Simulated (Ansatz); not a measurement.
Total energies of C$_{2}$H$_{9}$BClNSi (`BN(CC)[SiH2]Cl`).

| atom | x (Å) | y (Å) | z (Å) |
| --- | --- | --- | --- |
| B1 | 0.669 | -0.941 | 1.447 |
| N2 | 0.082 | 0.035 | 0.632 |
| C3 | 0.748 | 0.490 | -0.597 |
| C4 | 0.527 | -0.455 | -1.761 |
| Si5 | -1.432 | 0.763 | 1.054 |
| Cl6 | -2.895 | 0.302 | -0.322 |
| H7 | 0.088 | -1.319 | 2.422 |
| H8 | 1.749 | -1.372 | 1.156 |
| H9 | 0.383 | 1.491 | -0.853 |
| H10 | 1.817 | 0.589 | -0.390 |
| H11 | 0.920 | -1.446 | -1.525 |
| H12 | 1.040 | -0.086 | -2.652 |
| H13 | -0.535 | -0.554 | -1.991 |
| H14 | -1.863 | 0.266 | 2.374 |
| H15 | -1.298 | 2.237 | 1.007 |

Total charge 0; spin multiplicity 1. Geometry: relaxed with PBE0-D4/def2-TZVP. It is one conformer, not always the lowest. Basis def2-TZVPP, Ansatz 0.2.0.

RPA on PBE orbitals: Hartree–Fock energy of these orbitals -908.66666 Eh, correlation -1.66598 Eh (frozen core).

| functional | energy without D4 (Eh) | D4 term (kJ/mol) |
| --- | --- | --- |
| LDA (SPW92) | -906.94382 | – |
| PBE | -910.53269 | -37.6 |
| revPBE | -910.89994 | -111.8 |
| BLYP | -911.00908 | -81.4 |
| r2SCAN | -910.94945 | -9.8 |
| B97M-V | -910.91904 | – |
| PBE0 | -910.63029 | -32.1 |
| B3LYP | -911.15587 | -60.1 |
| r2SCANh | -910.94176 | -10.4 |
| r2SCAN0 | -910.93148 | -11.5 |
| HSE06 (plane-wave form) | -910.60587 | -30.0 |
| BHLYP | -911.01538 | -45.6 |
| CAM-B3LYP | -911.03938 | -32.7 |
| LC-ωPBE | -910.78780 | – |
| ωB97X-V | -910.95281 | – |
| ωB97M-V | -910.97909 | – |
| B2PLYP | -910.70938 | – |
| PBE-QIDH | -910.44610 | – |

B3LYP takes the VWN-RPA correlation (the form of Gaussian; ORCA's B3LYP/G). HSE06 is the plane-wave form, built on full-range PBE exchange. The double hybrids freeze the cores in their second-order part.

LC-ωPBE has ω = 0.4 bohr⁻¹.
